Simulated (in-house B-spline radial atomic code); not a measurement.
Values are calculated unless marked as measured or tabulated.
## Stopping and range of 20 keV Co in Si

The pair potential comes from two frozen, spherical free-atom densities (PBE, B-spline radial code, scalar-relativistic past argon): electrostatics plus the change in Thomas-Fermi kinetic and Dirac exchange energy where they overlap, the recipe behind the universal ZBL potential, which averages such potentials (from solid-state densities) over many pairs. It is written V = (Z1 Z2 e²/r) φ(r/a), with e² = 14.3996 eV·Å and a = 0.46850 Å/(Z1^0.23 + Z2^0.23); ZBL's fit is φ = 0.18175 e^(−3.1998x) + 0.50986 e^(−0.94229x) + 0.28022 e^(−0.4029x) + 0.02817 e^(−0.20162x). Where φ falls below 4e-4 it is continued as an exponential.

The target is taken as amorphous, with density 2.329 g/cm³ (NSM archive of the Ioffe Institute); channelling is ignored. Masses: Co 58.93, Si 28.09 u. Nuclear stopping is S_n = 4π a Z1 Z2 e² M1/(M1 + M2) × s_n(ε), with s_n integrated over impact parameters for each pair. Electronic stopping is Lindhard and Scharff's S_e = Z1^(1/6) 8π e² a0 Z1 Z2/(Z1^(2/3) + Z2^(2/3))^(3/2) × v/v0, with a0 = 0.529177 Å and v = v0 at 24.801 keV/u; it misses the oscillations with Z1 seen in experiment, which reach tens of per cent. Compounds add by atom fraction.

```
target atom    a (Å)  ε at this energy  s_n, this pair  s_n, ZBL potential
         Si  0.11804              0.14          0.3584              0.3333
```

**Question.** What are the atom density and the stopping powers at entry?

**Answer.** N = 2.329 × 0.602214/28.09 = 0.04993 atoms/Å³. For Si: S_n = 5468 × 0.3584 = 1960 eV·Å², S_e = 1.8200 × √20000 = 257.4 eV·Å². Averaged over the target's atoms and times N × 10 Å/nm, the ion loses N S_n = 978 eV/nm to recoils and N S_e = 129 eV/nm to electrons; the nuclear share is 88 %.

Along the track:

```json
{"E (keV)": "1", "N S_n (eV/nm)": "400", "N S_e (eV/nm)": "28.7"}
{"E (keV)": "3", "N S_n (eV/nm)": "619", "N S_e (eV/nm)": "49.8"}
{"E (keV)": "6", "N S_n (eV/nm)": "767", "N S_e (eV/nm)": "70.4"}
{"E (keV)": "10", "N S_n (eV/nm)": "870", "N S_e (eV/nm)": "90.9"}
{"E (keV)": "15", "N S_n (eV/nm)": "939", "N S_e (eV/nm)": "111"}
{"E (keV)": "20", "N S_n (eV/nm)": "978", "N S_e (eV/nm)": "129"}
```

**Question.** Estimate the path length and the projected range.

**Answer.** With continuous slowing down the path is the integral of dE/(N (S_n + S_e)). Trapezoids over the table give 21.9 nm, and the stretch below the first row, with stopping taken as √E, adds 2E/(N S) = 4.7 nm: 26.6 nm in all, against 25.9 nm on a fine grid from 5 eV. Deflections shorten the depth: to first order in the energy passed on, N (S_n + S_e) dR_p/dE = 1 − N S_n (M2/M1) R_p/(2E), summed over the target's atoms, and integrating this on the fine grid gives R_p = 19.2 nm, 0.74 of the path. Lindhard's rule of thumb R/(1 + M2/3M1), with mean M2/M1 = 0.48, gives 22.4 nm. On the ZBL potential the same equation gives 20.4 nm, and the full integral equation, which keeps hard collisions, 21.1 nm.
